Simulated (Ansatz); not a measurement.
Geometry optimisation of C8H20GeO2 (`C[O][Ge]([O]C)([CH](C)C)[CH](C)C`).

```yaml
crystal:
  periodic: [false, false, false]
  atoms:
    - {symbol: C, position_ang: [-1.997800, 0.791308, -2.163090]}
    - {symbol: O, position_ang: [-1.402668, -0.296219, -1.479414]}
    - {symbol: Ge, position_ang: [-0.285015, -0.051519, -0.084546]}
    - {symbol: O, position_ang: [-0.934484, 1.435192, 0.736209]}
    - {symbol: C, position_ang: [-0.099372, 2.411809, 1.313317]}
    - {symbol: C, position_ang: [-0.601176, -1.598721, 1.097966]}
    - {symbol: C, position_ang: [-2.101210, -1.718669, 1.389743]}
    - {symbol: C, position_ang: [0.244552, -1.468530, 2.371766]}
    - {symbol: C, position_ang: [1.579388, 0.238711, -0.710471]}
    - {symbol: C, position_ang: [1.608462, 1.233326, -1.877335]}
    - {symbol: C, position_ang: [2.219541, -1.106420, -1.079309]}
    - {symbol: H, position_ang: [-2.947043, 0.440929, -2.625141]}
    - {symbol: H, position_ang: [-1.348163, 1.180887, -2.983916]}
    - {symbol: H, position_ang: [-2.235147, 1.641051, -1.483629]}
    - {symbol: H, position_ang: [0.606699, 2.879272, 0.585029]}
    - {symbol: H, position_ang: [0.512777, 2.022218, 2.162871]}
    - {symbol: H, position_ang: [-0.738225, 3.226752, 1.718218]}
    - {symbol: H, position_ang: [-0.265896, -2.490041, 0.522443]}
    - {symbol: H, position_ang: [-2.313659, -2.599730, 2.033244]}
    - {symbol: H, position_ang: [-2.685771, -1.820576, 0.454368]}
    - {symbol: H, position_ang: [-2.473173, -0.816514, 1.918893]}
    - {symbol: H, position_ang: [0.090538, -2.339354, 3.045064]}
    - {symbol: H, position_ang: [-0.035334, -0.560170, 2.946193]}
    - {symbol: H, position_ang: [1.332170, -1.407309, 2.157138]}
    - {symbol: H, position_ang: [2.125305, 0.673909, 0.156545]}
    - {symbol: H, position_ang: [1.061280, 0.830293, -2.754413]}
    - {symbol: H, position_ang: [1.143472, 2.205843, -1.615923]}
    - {symbol: H, position_ang: [2.651808, 1.437039, -2.202682]}
    - {symbol: H, position_ang: [1.663060, -1.606792, -1.899827]}
    - {symbol: H, position_ang: [2.252725, -1.809154, -0.221624]}
    - {symbol: H, position_ang: [3.264658, -0.966021, -1.431888]}
basis:
  gaussian: {orbitals: def2-TZVP}
hamiltonian: {xc: pbe0, dispersion: d4}
relax: {f_tol: 0.005, max_steps: 150}
```

```sh
$ ansatz run in.yaml --threads 11 --pin off --events-out ev --progress --plain --max-ram 166912MiB --backend cuda --devices 0, --max-vram 75GiB
```

It prints (some lines left out):

```
Functional definition: PBE0
mean field -69218.66804674 eV, -2543.7391326195 hartree, gradient 4.2e-5 eV, S^2 0.000000; 0 other end points of the search recorded, 0 dependent functions left out
relax step   1: F+E_penalty+E_count = -69219.41037752 eV  Δ(F+E_penalty+E_count) = +0.000e0 eV  max|allowed force component| = 5.220e-1 eV/Å  Δτ_max = 0.0000 Å  (32 SCF iters, accepted)
mean field -69218.78399132 eV, -2543.7433935039 hartree, gradient 1.7e-5 eV, S^2 0.000000; 0 other end points of the search recorded, 0 dependent functions left out
relax step   2: F+E_penalty+E_count = -69219.53303236 eV  Δ(F+E_penalty+E_count) = -1.227e-1 eV  max|allowed force component| = 2.182e-1 eV/Å  Δτ_max = 0.0459 Å  (33 SCF iters, accepted)
mean field -69218.79317671 eV, -2543.7437310609 hartree, gradient 1.6e-5 eV, S^2 0.000000; 0 other end points of the search recorded, 0 dependent functions left out
relax step   3: F+E_penalty+E_count = -69219.54594954 eV  Δ(F+E_penalty+E_count) = -1.292e-2 eV  max|allowed force component| = 4.226e-2 eV/Å  Δτ_max = 0.0227 Å  (33 SCF iters, accepted)
mean field -69218.79422758 eV, -2543.7437696796 hartree, gradient 1.6e-5 eV, S^2 0.000000; 0 other end points of the search recorded, 0 dependent functions left out
relax step   4: F+E_penalty+E_count = -69219.54649426 eV  Δ(F+E_penalty+E_count) = -5.447e-4 eV  max|allowed force component| = 1.413e-2 eV/Å  Δτ_max = 0.0126 Å  (32 SCF iters, accepted)
mean field -69218.79463817 eV, -2543.7437847687 hartree, gradient 1.6e-5 eV, S^2 0.000000; 0 other end points of the search recorded, 0 dependent functions left out
relax step   5: F+E_penalty+E_count = -69219.54678484 eV  Δ(F+E_penalty+E_count) = -2.906e-4 eV  max|allowed force component| = 1.267e-2 eV/Å  Δτ_max = 0.0161 Å  (32 SCF iters, accepted)
mean field -69218.79523867 eV, -2543.7438068368 hartree, gradient 1.7e-5 eV, S^2 0.000000; 0 other end points of the search recorded, 0 dependent functions left out
relax step   6: F+E_penalty+E_count = -69219.54721843 eV  Δ(F+E_penalty+E_count) = -4.336e-4 eV  max|allowed force component| = 4.147e-2 eV/Å  Δτ_max = 0.0501 Å  (31 SCF iters, accepted)
mean field -69218.79546929 eV, -2543.7438153119 hartree, gradient 1.7e-5 eV, S^2 0.000000; 0 other end points of the search recorded, 0 dependent functions left out
relax step   7: F+E_penalty+E_count = -69219.54746290 eV  Δ(F+E_penalty+E_count) = -2.445e-4 eV  max|allowed force component| = 3.592e-2 eV/Å  Δτ_max = 0.0272 Å  (33 SCF iters, accepted)
mean field -69218.79562386 eV, -2543.7438209921 hartree, gradient 1.7e-5 eV, S^2 0.000000; 0 other end points of the search recorded, 0 dependent functions left out
relax step   8: F+E_penalty+E_count = -69219.54781874 eV  Δ(F+E_penalty+E_count) = -3.558e-4 eV  max|allowed force component| = 4.709e-2 eV/Å  Δτ_max = 0.0587 Å  (31 SCF iters, accepted)
mean field -69218.79579390 eV, -2543.7438272410 hartree, gradient 1.6e-5 eV, S^2 0.000000; 0 other end points of the search recorded, 0 dependent functions left out
relax step   9: F+E_penalty+E_count = -69219.54796002 eV  Δ(F+E_penalty+E_count) = -1.413e-4 eV  max|allowed force component| = 3.806e-2 eV/Å  Δτ_max = 0.0124 Å  (33 SCF iters, accepted)
mean field -69218.79607603 eV, -2543.7438376089 hartree, gradient 1.7e-5 eV, S^2 0.000000; 0 other end points of the search recorded, 0 dependent functions left out
relax step  10: F+E_penalty+E_count = -69219.54822659 eV  Δ(F+E_penalty+E_count) = -2.666e-4 eV  max|allowed force component| = 1.372e-2 eV/Å  Δτ_max = 0.0386 Å  (32 SCF iters, accepted)
mean field -69218.79625026 eV, -2543.7438440118 hartree, gradient 1.7e-5 eV, S^2 0.000000; 0 other end points of the search recorded, 0 dependent functions left out
relax step  11: F+E_penalty+E_count = -69219.54836437 eV  Δ(F+E_penalty+E_count) = -1.378e-4 eV  max|allowed force component| = 1.864e-2 eV/Å  Δτ_max = 0.0440 Å  (32 SCF iters, accepted)
mean field -69218.79663141 eV, -2543.7438580187 hartree, gradient 1.7e-5 eV, S^2 0.000000; 0 other end points of the search recorded, 0 dependent functions left out
relax step  12: F+E_penalty+E_count = -69219.54846969 eV  Δ(F+E_penalty+E_count) = -1.053e-4 eV  max|allowed force component| = 4.599e-2 eV/Å  Δτ_max = 0.0643 Å  (31 SCF iters, accepted)
mean field -69218.79667382 eV, -2543.7438595773 hartree, gradient 1.7e-5 eV, S^2 0.000000; 0 other end points of the search recorded, 0 dependent functions left out
relax step  13: F+E_penalty+E_count = -69219.54859589 eV  Δ(F+E_penalty+E_count) = -1.262e-4 eV  max|allowed force component| = 2.195e-2 eV/Å  Δτ_max = 0.0068 Å  (33 SCF iters, accepted)
mean field -69218.79673899 eV, -2543.7438619724 hartree, gradient 1.7e-5 eV, S^2 0.000000; 0 other end points of the search recorded, 0 dependent functions left out
relax step  14: F+E_penalty+E_count = -69219.54867474 eV  Δ(F+E_penalty+E_count) = -7.885e-5 eV  max|allowed force component| = 6.590e-3 eV/Å  Δτ_max = 0.0107 Å  (33 SCF iters, accepted)
mean field -69218.79687896 eV, -2543.7438671160 hartree, gradient 1.7e-5 eV, S^2 0.000000; 0 other end points of the search recorded, 0 dependent functions left out
relax step  15: F+E_penalty+E_count = -69219.54879127 eV  Δ(F+E_penalty+E_count) = -1.165e-4 eV  max|allowed force component| = 1.072e-2 eV/Å  Δτ_max = 0.0432 Å  (32 SCF iters, accepted)
mean field -69218.79676645 eV, -2543.7438629815 hartree, gradient 1.8e-5 eV, S^2 0.000000; 0 other end points of the search recorded, 0 dependent functions left out
relax step  16: F+E_penalty+E_count = -69219.54854795 eV  Δ(F+E_penalty+E_count) = +2.433e-4 eV  max|allowed force component| = 8.714e-2 eV/Å  Δτ_max = 0.0835 Å  (31 SCF iters, rejected (line search))
mean field -69218.79704876 eV, -2543.7438733562 hartree, gradient 1.7e-5 eV, S^2 0.000000; 0 other end points of the search recorded, 0 dependent functions left out
relax step  17: F+E_penalty+E_count = -69219.54887942 eV  Δ(F+E_penalty+E_count) = -8.815e-5 eV  max|allowed force component| = 1.566e-2 eV/Å  Δτ_max = 0.0338 Å  (32 SCF iters, accepted)
[...]
relax step  29: F+E_penalty+E_count = -69219.54949412 eV  Δ(F+E_penalty+E_count) = -1.026e-4 eV  max|allowed force component| = 1.296e-2 eV/Å  Δτ_max = 0.0114 Å  (33 SCF iters, accepted)
mean field -69218.79764802 eV, -2543.7438953787 hartree, gradient 1.7e-5 eV, S^2 0.000000; 0 other end points of the search recorded, 0 dependent functions left out
relax step  30: F+E_penalty+E_count = -69219.54956158 eV  Δ(F+E_penalty+E_count) = -6.746e-5 eV  max|allowed force component| = 8.618e-3 eV/Å  Δτ_max = 0.0206 Å  (32 SCF iters, accepted)
mean field -69218.79682579 eV, -2543.7438651622 hartree, gradient 1.8e-5 eV, S^2 0.000000; 0 other end points of the search recorded, 0 dependent functions left out
relax step  31: F+E_penalty+E_count = -69219.54894216 eV  Δ(F+E_penalty+E_count) = +6.194e-4 eV  max|allowed force component| = 1.417e-1 eV/Å  Δτ_max = 0.1383 Å  (31 SCF iters, rejected (line search))
mean field -69218.79763884 eV, -2543.7438950413 hartree, gradient 1.8e-5 eV, S^2 0.000000; 0 other end points of the search recorded, 0 dependent functions left out
relax step  32: F+E_penalty+E_count = -69219.54969587 eV  Δ(F+E_penalty+E_count) = -1.343e-4 eV  max|allowed force component| = 2.521e-2 eV/Å  Δτ_max = 0.0664 Å  (31 SCF iters, accepted)
mean field -69218.79759850 eV, -2543.7438935586 hartree, gradient 1.7e-5 eV, S^2 0.000000; 0 other end points of the search recorded, 0 dependent functions left out
relax step  33: F+E_penalty+E_count = -69219.54973349 eV  Δ(F+E_penalty+E_count) = -3.762e-5 eV  max|allowed force component| = 3.939e-2 eV/Å  Δτ_max = 0.0387 Å  (32 SCF iters, accepted)
mean field -69218.79764451 eV, -2543.7438952497 hartree, gradient 1.7e-5 eV, S^2 0.000000; 0 other end points of the search recorded, 0 dependent functions left out
relax step  34: F+E_penalty+E_count = -69219.54978184 eV  Δ(F+E_penalty+E_count) = -4.835e-5 eV  max|allowed force component| = 2.445e-2 eV/Å  Δτ_max = 0.0039 Å  (33 SCF iters, accepted)
mean field -69218.79764705 eV, -2543.7438953428 hartree, gradient 1.7e-5 eV, S^2 0.000000; 0 other end points of the search recorded, 0 dependent functions left out
relax step  35: F+E_penalty+E_count = -69219.54983702 eV  Δ(F+E_penalty+E_count) = -5.518e-5 eV  max|allowed force component| = 4.971e-3 eV/Å  Δτ_max = 0.0208 Å  (32 SCF iters, accepted)
mean field -69218.79764839 eV, -2543.7438953923 hartree, gradient 1.7e-5 eV, S^2 0.000000; 0 other end points of the search recorded, 0 dependent functions left out
relax step  36: F+E_penalty+E_count = -69219.54986449 eV  Δ(F+E_penalty+E_count) = -2.747e-5 eV  max|allowed force component| = 3.997e-3 eV/Å  Δτ_max = 0.0261 Å  (32 SCF iters, accepted)
mean field -69218.79764839 eV, -2543.7438953923 hartree, gradient 1.7e-5 eV, S^2 0.000000; 1 other end points of the search recorded, 0 dependent functions left out
Total energy: -69219.54991451 eV, -2543.7715406620 hartree
Atom 0 at    -1.884979     0.602302    -2.342229 Å, force    -0.000124     0.000070    -0.000584 eV/Å
Atom 1 at    -1.401538    -0.401697    -1.482465 Å, force    -0.000378    -0.000158     0.000326 eV/Å
Atom 2 at    -0.318667    -0.042633    -0.121747 Å, force    -0.001366     0.000511    -0.000745 eV/Å
Atom 3 at    -0.970123     1.499588     0.512260 Å, force    -0.001617    -0.000425    -0.001272 eV/Å
Atom 4 at    -0.238648     2.292704     1.406664 Å, force     0.003209     0.003972     0.003997 eV/Å
Atom 5 at    -0.606988    -1.513092     1.138057 Å, force     0.001035    -0.000990    -0.000374 eV/Å
Atom 6 at    -2.060625    -1.538398     1.590766 Å, force    -0.001136     0.000878    -0.000459 eV/Å
Atom 7 at     0.359949    -1.447206     2.313963 Å, force     0.001092     0.000065     0.001024 eV/Å
Atom 8 at     1.536512     0.222598    -0.718478 Å, force     0.000891    -0.000127     0.000315 eV/Å
Atom 9 at     1.644275     1.364386    -1.720583 Å, force    -0.001183     0.000872     0.000050 eV/Å
Atom 10 at     2.089300    -1.080359    -1.284579 Å, force     0.000260    -0.001392    -0.000195 eV/Å
Atom 11 at    -2.853321     0.280182    -2.735760 Å, force     0.000560    -0.000257     0.000051 eV/Å
Atom 12 at    -1.210587     0.760241    -3.193025 Å, force     0.000017     0.000110     0.000177 eV/Å
Atom 13 at    -2.024699     1.558409    -1.827678 Å, force     0.000194    -0.000351     0.000041 eV/Å
Atom 14 at     0.807253     2.430310     1.099660 Å, force    -0.003545    -0.000753     0.001341 eV/Å
Atom 15 at    -0.237985     1.877354     2.423197 Å, force     0.000135     0.001430    -0.003805 eV/Å
Atom 16 at    -0.703146     3.282043     1.451549 Å, force     0.001557    -0.003559    -0.000109 eV/Å
Atom 17 at    -0.401188    -2.422111     0.560374 Å, force    -0.000074     0.000056     0.000274 eV/Å
Atom 18 at    -2.242915    -2.386124     2.259852 Å, force     0.000613     0.000048    -0.000207 eV/Å
Atom 19 at    -2.742087    -1.622817     0.742182 Å, force    -0.000009     0.000050     0.000120 eV/Å
Atom 20 at    -2.319893    -0.625315     2.133777 Å, force     0.000192    -0.000051    -0.000134 eV/Å
Atom 21 at     0.219513    -2.305982     2.978564 Å, force     0.000006     0.000214    -0.000139 eV/Å
Atom 22 at     0.196866    -0.547964     2.915220 Å, force    -0.000004    -0.000255    -0.000244 eV/Å
Atom 23 at     1.406097    -1.447351     1.995751 Å, force    -0.000200    -0.000070     0.000119 eV/Å
Atom 24 at     2.108376     0.484812     0.180050 Å, force    -0.000090    -0.000127    -0.000321 eV/Å
Atom 25 at     1.114641     1.124704    -2.646216 Å, force     0.000227     0.000245     0.000544 eV/Å
Atom 26 at     1.225197     2.296528    -1.334620 Å, force     0.000145    -0.000052    -0.000241 eV/Å
Atom 27 at     2.690801     1.550799    -1.984450 Å, force    -0.000062    -0.000386     0.000417 eV/Å
Atom 28 at     1.508328    -1.411494    -2.150113 Å, force    -0.000007     0.000370     0.000363 eV/Å
Atom 29 at     2.076932    -1.889745    -0.549724 Å, force    -0.000052    -0.000100    -0.000386 eV/Å
Atom 30 at     3.125646    -0.951869    -1.614419 Å, force    -0.000289     0.000162     0.000057 eV/Å
Dipole moment:     0.385076     0.036203     0.149860 e Å
```

Run time 63 s (11 threads of an AMD EPYC 7R13 on a shared host and a whole NVIDIA H100 80 GB); peak host memory 1.4 GiB.
